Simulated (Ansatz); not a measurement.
The cluster Li₆⁻. Total charge -1; doublet. Geometry r2SCAN/def2-TZVPD.

Cartesian coordinates in Å:
```
Li -1.787 0.538 1.075
Li -0.119 1.631 -1.361
Li 0.128 -1.648 1.329
Li 1.805 -0.527 -1.057
Li 1.293 1.024 1.383
Li -1.320 -1.018 -1.370
```

At HF/def2-TZVPD the charge -1 doublet is spin-contaminated (final ⟨S²⟩ up to 2.08, 0.75 for a pure state). At PBE/def2-TZVPD the highest occupied level of the charge -1 doublet lies above zero (up to 0.19 eV). Its loss leaves the charge 0 triplet, which lies 1.24 eV higher (vertical, at PBE/def2-TZVPD), but this difference is unsure: the triplet is doubtful (geometry relaxed on an unsound state). The geometry of the doublet was relaxed on an unsound state (⟨S²⟩ 1.05, where a pure state has 0.75). The structure comes from a short search, and lower isomers may exist.

Estimate the α-spin orbital energies around the gap (eV) in Ansatz with HF/def2-TZVPD, PBE/def2-TZVPD, PBE0/def2-TZVPD, BHLYP/def2-TZVPD, ωB97M-V/def2-TZVPD.


| orbital | HF/def2-TZVPD | PBE/def2-TZVPD | PBE0/def2-TZVPD | BHLYP/def2-TZVPD | ωB97M-V/def2-TZVPD |
| --- | --- | --- | --- | --- | --- |
| HOMO−5 | -63.40 | -47.16 | -51.27 | -55.65 | -54.13 |
| HOMO−4 | -63.39 | -47.16 | -51.27 | -55.64 | -54.13 |
| HOMO−3 | -4.67 | -1.63 | -2.53 | -3.16 | -4.30 |
| HOMO−2 | -1.90 | -0.14 | -0.64 | -0.82 | -1.43 |
| HOMO−1 | -1.43 | 0.13 | -0.29 | -0.52 | -1.41 |
| HOMO | -1.37 | 0.15 | -0.27 | -0.49 | -1.32 |
| LUMO | 2.80 | 1.00 | 1.40 | 1.94 | 2.25 |
| LUMO+1 | 2.98 | 1.38 | 1.79 | 2.35 | 2.58 |
| LUMO+2 | 3.04 | 1.39 | 1.80 | 2.36 | 2.60 |
| LUMO+3 | 3.24 | 1.41 | 1.82 | 2.44 | 2.86 |
| LUMO+4 | 3.26 | 1.53 | 1.92 | 2.44 | 2.87 |
| LUMO+5 | 3.27 | 1.53 | 1.92 | 2.45 | 2.89 |
| β HOMO | -1.39 | 0.19 | -0.24 | -0.49 | -1.25 |
| β LUMO | 2.71 | 0.56 | 1.03 | 1.53 | 1.75 |
